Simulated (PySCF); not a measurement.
C₂H₅AlBrCl, singlet, geometry from GFN2-xTB (such geometries of metal compounds can be far from the true shape), atoms displaced at random by about 0.03 Å a coordinate.

Here is a job for PySCF.
```python
from pyscf import gto, scf, dft

mol = gto.M(
    atom='''
Al   -0.222605   -0.321958   -0.221394
Cl   -0.550067   -1.955568    1.024294
Br    0.981247    1.435508    0.665678
C    -0.888889   -0.079529   -2.035641
C    -1.612864   -1.299057   -2.537750
H     0.008673    0.106057   -2.743216
H    -1.490108    0.861399   -2.121978
H    -2.549773   -1.413165   -1.918963
H    -1.022973   -2.216704   -2.562997
H    -1.970907   -1.178439   -3.564142
''',
    basis='sto-3g',
    charge=0,
    spin=0,
    verbose=4,
)

mf = dft.RKS(mol)
mf.xc = 'b3lyp'
mf.kernel()
g = mf.nuc_grad_method()
grad = g.kernel()
```

Problem. What does this run give for the Mulliken (on the basis functions themselves) charges in atom order, HOMO energy, number of basis functions, nuclear repulsion energy, total energy?

Solution. 
```yaml
Mulliken (on the basis functions themselves) charges in atom order: Al1 0.92, Cl2 -0.41, Br3 -0.29, C4 -0.32, C5 -0.23, H6 0.05, H7 0.06, H8 0.06, H9 0.07, H10 0.07
HOMO energy: -4.71 eV
number_of_basis_functions: 51
nuclear_repulsion_energy: 441.9626 Eh
total_energy: -90318.2798 eV
```
